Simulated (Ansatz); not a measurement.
Process, species as SMILES: N=[B] (B-NH) → [B-]=N (closed-shell singlet) (an electron is taken up)
B3LYP-D3(BJ)/def2-TZVP geometries, fixed; electronic energies without zero-point terms; positive where energy is released.

The adiabatic electron affinity at MP2 with Ansatz (a program for electronic structure), in eV, split into its Hartree-Fock and correlation parts. Cores are frozen. Open shells are unrestricted. No added dispersion term, no relativity. Functions are those of the species that has most.

```json
[
 {"basis": "aug-cc-pVDZ", "X": "2", "functions": "55", "Hartree-Fock": "0.562", "MP2": "1.631"},
 {"basis": "aug-cc-pVTZ", "X": "3", "functions": "115", "Hartree-Fock": "0.550", "MP2": "1.726"},
 {"basis": "aug-cc-pVQZ", "X": "4", "functions": "206", "Hartree-Fock": "0.541", "MP2": "1.753"}
]
```

Worked estimate of the basis-set limit from each neighbouring pair, with Hartree-Fock from the larger set and the correlation part extrapolated as X^-3.
Correlation parts: X = 2: 1.069, X = 3: 1.176, X = 4: 1.212.
- (2,3): (27·(1.176) - 8·(1.069))/19 = 1.221; with Hartree-Fock 0.550 the estimate is 1.771 eV.
- (3,4): (64·(1.212) - 27·(1.176))/37 = 1.238; with Hartree-Fock 0.541 the estimate is 1.779 eV.
The last two estimates differ by 0.008 eV; the largest set lies 0.026 from the last. Over the last step Hartree-Fock moves by -0.009 and the correlation part by 0.036.
